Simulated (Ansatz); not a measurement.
Geometry optimisation of Nb₂S₂.

```yaml
crystal:
  periodic: [false, false, false]
  atoms:
    - {symbol: Nb, position_ang: [0.809600, -1.181200, -0.018920]}
    - {symbol: Nb, position_ang: [-0.805550, 1.171970, 0.004760]}
    - {symbol: S, position_ang: [2.822570, -0.201810, -0.061630]}
    - {symbol: S, position_ang: [-2.826630, 0.211050, 0.075790]}
basis:
  gaussian: {orbitals: def2-SVP}
hamiltonian: {xc: {name: B3LYP}, dispersion: d4}
scf: {omitted_lower_state_checks: [starts]}
output: {orbitals: {seedname: orbitals}}
relax: {f_tol: 0.02, max_steps: 100}
```

```sh
$ ansatz run in.yaml --threads 4 --pin off --events-out ev --progress --plain --max-ram 3916MiB
```

Output, abridged:

```
Functional definition: B3LYP
  name "B3LYP"
  cite "Stephens, Devlin, Chabalowski & Frisch, J. Phys. Chem. 98, 11623 (1994) doi:10.1021/j100096a001"
  cite "Becke, Phys. Rev. A 38, 3098 (1988) doi:10.1103/PhysRevA.38.3098"
  cite "Lee, Yang & Parr, Phys. Rev. B 37, 785 (1988) doi:10.1103/PhysRevB.37.785"
  cite "Vosko, Wilk & Nusair, Can. J. Phys. 58, 1200 (1980) doi:10.1139/p80-159"
  parameter a0 = 0.2
  parameter ax = 0.72
  parameter ac = 0.81
  exchange = (1 - a0 - ax)*slater_x + ax*b88_x + a0*exact_x
  correlation = (1 - ac)*vwn_rpa_c + ac*lyp_c
these checks for a lower state are left out or cut short: starts
mean field -24764.30164060 eV, -910.0712994455 hartree, gradient 1.2e-7 eV, S^2 0.000000; 0 other end points of the search recorded, 0 dependent functions left out
the calculation of the forces begins
relax step   1: F+E_penalty+E_count = -24764.64772739 eV  Δ(F+E_penalty+E_count) = +0.000e0 eV  max|allowed force component| = 3.388e0 eV/Å  Δτ_max = 0.0000 Å  (233 SCF iters, accepted)
these checks for a lower state are left out or cut short: starts, cluster_reference, orbital_swaps, neighbouring_geometries, increment
mean field -24765.38913755 eV, -910.1112642214 hartree, gradient 5.7e-6 eV, S^2 0.000000; 0 other end points of the search recorded, 0 dependent functions left out
the calculation of the forces begins
relax step   2: F+E_penalty+E_count = -24765.75050657 eV  Δ(F+E_penalty+E_count) = -1.103e0 eV  max|allowed force component| = 1.279e0 eV/Å  Δτ_max = 0.1949 Å  (95 SCF iters, accepted)
these checks for a lower state are left out or cut short: starts, cluster_reference, orbital_swaps, neighbouring_geometries, increment
mean field -24766.04705850 eV, -910.1354423701 hartree, gradient 3.0e-5 eV, S^2 0.000000; 0 other end points of the search recorded, 0 dependent functions left out
the calculation of the forces begins
relax step   3: F+E_penalty+E_count = -24766.41732471 eV  Δ(F+E_penalty+E_count) = -6.668e-1 eV  max|allowed force component| = 1.054e0 eV/Å  Δτ_max = 0.1939 Å  (57 SCF iters, accepted)
these checks for a lower state are left out or cut short: starts, cluster_reference, orbital_swaps, neighbouring_geometries, increment
mean field -24766.66075244 eV, -910.1579952067 hartree, gradient 1.7e-5 eV, S^2 0.000000; 0 other end points of the search recorded, 0 dependent functions left out
the calculation of the forces begins
relax step   4: F+E_penalty+E_count = -24766.99041885 eV  Δ(F+E_penalty+E_count) = -5.731e-1 eV  max|allowed force component| = 1.150e0 eV/Å  Δτ_max = 0.1963 Å  (50 SCF iters, accepted)
these checks for a lower state are left out or cut short: starts, cluster_reference, orbital_swaps, neighbouring_geometries, increment
mean field -24767.27140861 eV, -910.1804364069 hartree, gradient 1.7e-5 eV, S^2 0.000000; 0 other end points of the search recorded, 0 dependent functions left out
the calculation of the forces begins
relax step   5: F+E_penalty+E_count = -24767.60310411 eV  Δ(F+E_penalty+E_count) = -6.127e-1 eV  max|allowed force component| = 1.287e0 eV/Å  Δτ_max = 0.1951 Å  (45 SCF iters, accepted)
these checks for a lower state are left out or cut short: starts, cluster_reference, orbital_swaps, neighbouring_geometries, increment
mean field -24767.59832798 eV, -910.1924504722 hartree, gradient 2.7e-5 eV, S^2 0.000000; 0 other end points of the search recorded, 0 dependent functions left out
the calculation of the forces begins
relax step   6: F+E_penalty+E_count = -24767.94018949 eV  Δ(F+E_penalty+E_count) = -3.371e-1 eV  max|allowed force component| = 1.003e0 eV/Å  Δτ_max = 0.1949 Å  (52 SCF iters, accepted)
these checks for a lower state are left out or cut short: starts, cluster_reference, orbital_swaps, neighbouring_geometries, increment
mean field -24767.64306040 eV, -910.1940943582 hartree, gradient 1.7e-5 eV, S^2 0.000000; 0 other end points of the search recorded, 0 dependent functions left out
the calculation of the forces begins
relax step   7: F+E_penalty+E_count = -24767.98062128 eV  Δ(F+E_penalty+E_count) = -4.043e-2 eV  max|allowed force component| = 3.275e-1 eV/Å  Δτ_max = 0.0567 Å  (42 SCF iters, accepted)
these checks for a lower state are left out or cut short: starts, cluster_reference, orbital_swaps, neighbouring_geometries, increment
mean field -24767.64760589 eV, -910.1942614018 hartree, gradient 1.3e-5 eV, S^2 0.000000; 0 other end points of the search recorded, 0 dependent functions left out
the calculation of the forces begins
relax step   8: F+E_penalty+E_count = -24767.98613863 eV  Δ(F+E_penalty+E_count) = -5.517e-3 eV  max|allowed force component| = 1.314e-2 eV/Å  Δτ_max = 0.0143 Å  (44 SCF iters, accepted)
these checks for a lower state are left out or cut short: starts
mean field -24767.64760589 eV, -910.1942614018 hartree, gradient 1.3e-5 eV, S^2 0.000000; 0 other end points of the search recorded, 0 dependent functions left out
the calculation of the forces begins
Total energy: -24767.98636543 eV, -910.2067105853 hartree
Atom 0 at     0.054707    -1.115680     0.006208 Å, force    -0.001286    -0.000902     0.000369 eV/Å
Atom 1 at    -0.054762     1.115687    -0.006534 Å, force     0.002803     0.000916     0.000254 eV/Å
Atom 2 at     2.093656     0.101681    -0.052532 Å, force     0.011625     0.001707    -0.000631 eV/Å
Atom 3 at    -2.093610    -0.101678     0.052858 Å, force    -0.013142    -0.001721     0.000008 eV/Å
Dipole moment:    -0.000092    -0.000001     0.000004 e Å
Checks for a lower state left out: starts
```

Run time 27 s (4 threads of Arm Neoverse V1 on a shared host).

In the def2 sets Nb takes a core potential; there is no spin–orbit coupling. The restricted singlet is unstable towards broken spin symmetry at other levels; at B3LYP-D4/def2-SVP this wasn't settled. The structure comes from a short search, and lower isomers may exist.
